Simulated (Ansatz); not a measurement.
```yaml
crystal:
  periodic: [false, false, false]
  atoms:
    - {symbol: C, position_ang: [-1.809983, 1.416454, 1.176143]}
    - {symbol: C, position_ang: [-0.612589, 0.573527, 0.904016]}
    - {symbol: C, position_ang: [-0.430428, -0.203766, -0.164316]}
    - {symbol: Si, position_ang: [1.094597, -1.224556, -0.401586]}
    - {symbol: N, position_ang: [1.839130, -0.835020, -1.903220]}
    - {symbol: H, position_ang: [-1.528832, 2.469461, 1.280826]}
    - {symbol: H, position_ang: [-2.281124, 1.126988, 2.121194]}
    - {symbol: H, position_ang: [-2.550920, 1.332019, 0.379460]}
    - {symbol: H, position_ang: [0.170208, 0.610235, 1.662803]}
    - {symbol: H, position_ang: [-1.217448, -0.230070, -0.918806]}
    - {symbol: H, position_ang: [1.933381, -0.994258, 0.816407]}
    - {symbol: H, position_ang: [0.799425, -2.682117, -0.482723]}
    - {symbol: H, position_ang: [2.455149, -1.498746, -2.343559]}
    - {symbol: H, position_ang: [2.126332, 0.110651, -2.097838]}
basis:
  gaussian: {orbitals: def2-mTZVP, final_grid: {core_spheres: 1, valence_spheres: 1, degree: 5}}
hamiltonian: {xc: {name: r2SCAN}}
scf: {lower_state_search: light}
```

```sh
$ ansatz run in.yaml --threads 4 --pin off --events-out ev --progress --plain --max-ram 10444MiB
```

Output, abridged:

```
Functional definition: r2SCAN
1300 factors; their error is unknown
mean field evaluation 1: about -12606.7687 eV, gradient 8.8e1 eV
mean field evaluation 2: about -12584.7807 eV, gradient 1.2e2 eV
mean field evaluation 4: about -12623.1834 eV, gradient 8.6e0 eV
mean field evaluation 8: about -12571.6603 eV, gradient 2.1e2 eV
mean field evaluation 16: about -12587.8217 eV, gradient 5.4e-2 eV
mean field -12587.82168396 eV, -462.5939145534 hartree, gradient 5.7e-5 eV, S^2 0.000000; 0 other end points of the search recorded, 0 dependent functions left out
reference -12587.82182751 eV, -462.5939198290 hartree; 24, 24 occupied and 101, 101 virtual orbitals, 1300 factors
Total energy: -12587.82182751 eV, -462.5939198290 hartree
```

(1) What is wrong with this run?

Answers

(1) The integration grid is far too coarse. The run converged. The result belongs to that input, not to the molecule as meant.
